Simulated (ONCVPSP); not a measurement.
## Hg (Z = 80): one change to an ONCV potential, before and after

mercury (Hg), optimised norm-conserving Vanderbilt (ONCV), made with ONCVPSP 4.0.1 (PBE, scalar-relativistic). Core [Kr] 4d10 4f14, reference 5s2 5p6 5d10 6s1 (charge +1). Waves: 5s+6s: rc 1.35 bohr, ncon 3, nbas 7, qcut 10.4 1/bohr, 2 projectors; 5p: rc 1.60 bohr, ncon 4, nbas 8, qcut 7.2 1/bohr, 2 projectors, debl 2.6 Ha; 5d: rc 1.75 bohr, ncon 4, nbas 9, qcut 9.5 1/bohr, 2 projectors, debl 3.8 Ha; f scattering state at 0.03 Ha: rc 1.65 bohr, ncon 4, nbas 9, qcut 7.5 1/bohr, 1 projector. Local part: polynomial inside 0.95 bohr (lpopt 5, dvloc0 2 Ha). Core correction: Teter function, fcfact 5.5, rcfact 1.65.

In the p channel the program set the typed energies aside and used -2.779, 0.250 Ha.

All-electron outer shells of the reference configuration (PBE, scalar-relativistic, ld1.x):

| shell | level (eV) | outermost node (bohr) | outermost maximum (bohr) |
| --- | --- | --- | --- |
| 5s | -127.26 | 0.47 | 0.82 |
| 4f | -104.93 | – | 0.37 |
| 5p | -75.62 | 0.51 | 0.93 |
| 5d | -18.84 | 0.55 | 1.17 |
| 6s | -14.71 | 1.08 | 2.13 |

Change: p: rc 2.14. In the p channel the program set the typed energies aside and used -2.779, 0.050 Ha.

Cutoffs: the cutoffs (Ha) at which the residual kinetic energy of the hardest occupied pseudo-wave falls to 1 and 0.1 mHa per electron; they do not see the model core or the augmentation charge, which bear on the density cutoff. Errors are all-electron minus pseudo energies relative to the spin-unpolarised reference configuration.

What does the change do?

The potential gets neither clearly harder nor softer (38 Ha and 43 Ha → 38 Ha and 43 Ha); the errors of the 4 common tests hardly move; neither file shows a bound ghost.

```csv
quantity,base,changed
"cutoff, loose",38 Ha,38 Ha
"cutoff, tight",43 Ha,43 Ha
loose cutoff by channel,"s 38 Ha, p 16 Ha, d 24 Ha","s 38 Ha, p 17 Ha, d 24 Ha"
bound ghosts,none,none
GHOST(+) flags under 300 eV,"s at 76.8 eV, p at 250.9 eV",s at 76.8 eV
"error for 5s2 5p6 5d10 6s2, meV [ΔE -10.69 eV]",+1.1,+1.1
"error for 5s2 5p6 5d10 6s0, meV [ΔE 18.98 eV]",-11,-11
"error for 5s2 5p6 5d9 6s0, meV [ΔE 54.50 eV]",-27,-27
"error for 5s2 5p6 5d9 6s2 6p1, meV [ΔE -0.32 eV]",-13,-12
s: phases at 1.37 bohr within 0.05 rad from the reference energy up to (Ha; the scan ends near 5),2.5,2.5
d: phases at 1.77 bohr within 0.05 rad from the reference energy up to (Ha; the scan ends near 5),to the end of the scan,to the end of the scan
f: phases at 1.67 bohr within 0.05 rad from the reference energy up to (Ha; the scan ends near 5),n/a,n/a
"rms error of d²Exc/dni dnj with the model core, mHa",3.89,3.90
```
